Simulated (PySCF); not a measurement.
Compound: C5H3ClFN2 (doublet state).
Geometry (GFN2-xTB, Å), atoms numbered from 1 in this order:
```
atom  x, y, z in Å
C1     2.0833   -0.2681   -0.0393
C2     0.7100   -0.2174   -0.0167
N3     0.0184   -1.3936   -0.0049
C4    -1.2766   -1.3598    0.0206
N5    -2.0505   -0.2686    0.0356
C6    -1.4236    0.8827    0.0233
F7    -2.1849    1.9767    0.0373
C8    -0.0376    1.0090   -0.0025
Cl9    0.7150    2.5418   -0.0153
H10    2.5710   -1.2245   -0.0476
H11    2.6772    0.6266   -0.0481
H12   -1.8004   -2.3056    0.0316
```

The hyperfine couplings belong to this conformer and change with its torsions.

Identity: `[CH2]c1ncnc(F)c1Cl` [radical].

Computed with UKS B3LYP, pcH-1 on C Cl F H N, non-relativistic, mean-field spin-orbit, GIAO in PySCF 2.14.0. Geometry: GFN2-xTB; no solvent, vibrations or thermal averaging. Couplings are sensitive to structure, and on GFN2-xTB geometries they can be far from those on DFT ones.

Q: What are Nα, Nβ and the exact ⟨S²⟩?

A: 73 electrons with 2S = 1: 37 α and 36 β; S(S+1) = 0.75.

Mulliken spin populations, one withheld:

```csv
atom,bound to,population
C1,"C2, H10, H11",?
C2,"C1, N3, C8",-0.1635
N3,"C2, C4",+0.1531
C4,"N3, N5, H12",-0.0962
N5,"C4, C6",+0.1932
C6,"N5, F7, C8",-0.0691
F7,C6,-0.0042
C8,"C6, Cl9, C2",+0.2626
Cl9,C8,+0.0269
H10,C1,-0.0324
H11,C1,-0.0319
H12,C4,+0.0041
```

Q: Complete the table.

A: The populations add up to Nα − Nβ = 1, and the others sum to 0.2426, so C1 holds +0.757.

Q: Sum the populations by element and by sign.

A: Carbon +0.69, nitrogen +0.35, chlorine +0.03, fluorine 0.00, hydrogen -0.06. The positive populations sum to 1.40, the negative ones to -0.40.

Q: The run gives ⟨S²⟩ = 0.7746. What does that say of the overlap of α and β orbitals, and of the weight of higher spin?

A: For a single determinant ⟨S²⟩ = S(S+1) + Nβ − Σ|⟨iα|jβ⟩|², so the squared overlaps of occupied orbitals sum to 36 − 0.0246 = 35.9754. If the quartet state (S + 1) were the only admixture, its weight would be 0.0246/(2S + 2) = 0.82 %.

Q: What Fermi-contact NMR shifts do the couplings of C1, C2, N3, C4, N5, C6, F7 imply at 350 K (Curie law, g = gₑ)?

A: δ = a_FC·h·gₑ μB S(S+1)/(3 g_N μN kT), with k/h = 20836.6 MHz/K:

```csv
nuclei,isotope,a_FC (MHz),g_N,contact shift (ppm)
C1,13C,57.58,1.4048,+5166
C2,13C,-43.26,1.4048,-3881
N3,14N,5.94,0.4038,+1853
C4,13C,-16.88,1.4048,-1514
N5,14N,7.98,0.4038,+2492
C6,13C,-21.49,1.4048,-1928
F7,19F,-17.56,5.2577,-421
```

The sign follows the spin density at the nucleus: positive density means a positive shift.

H10 and H11 aren't averaged: C1 is flat or nearly so (angle sum 360°), and its turn about the short C1–C2 bond (1.37 Å) is taken as slow.
